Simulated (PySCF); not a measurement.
PySCF input:

```python
from pyscf import gto, scf, dft

mol = gto.M(
    atom='''
    C     0.02803258   -0.36087349   -1.19250883
    C    -1.18393448   -0.42250107   -0.34181867
    Cl   -1.94988616    1.04172154    0.11918205
    C     1.26030809    0.22910687   -0.50696954
    Cl    1.80783776   -0.79414765    0.87543571
    H     0.26158313   -1.36809943   -1.54394359
    H    -0.16879428    0.25968758   -2.07500207
    H    -1.45163473   -1.28071533    0.25334507
    H     2.09822943    0.29217300   -1.19698603
    H     1.04900194    1.21380418   -0.09813327
    ''',
    basis='def2-tzvpd',
    charge=0,
    spin=1,
    verbose=4,
)

mf = scf.UHF(mol).density_fit(auxbasis='def2-universal-jkfit')
mf.conv_tol = 1e-9
mf.max_cycle = 100
mf.max_memory = 1500
mf.kernel()
if not mf.converged:
    mf = mf.newton()
    mf.kernel(mf.make_rdm1())
for _ in range(2):
    mo, _, stable, _ = mf.stability(return_status=True)
    if stable:
        break
    mf.kernel(mf.make_rdm1(mo, mf.mo_occ))
mf.analyze()
```

Problem. Which total energy does the run end on?

Solution. -1035.54219 Eh (HF/def2-TZVPD).

It need not be the lowest isomer of its formula.
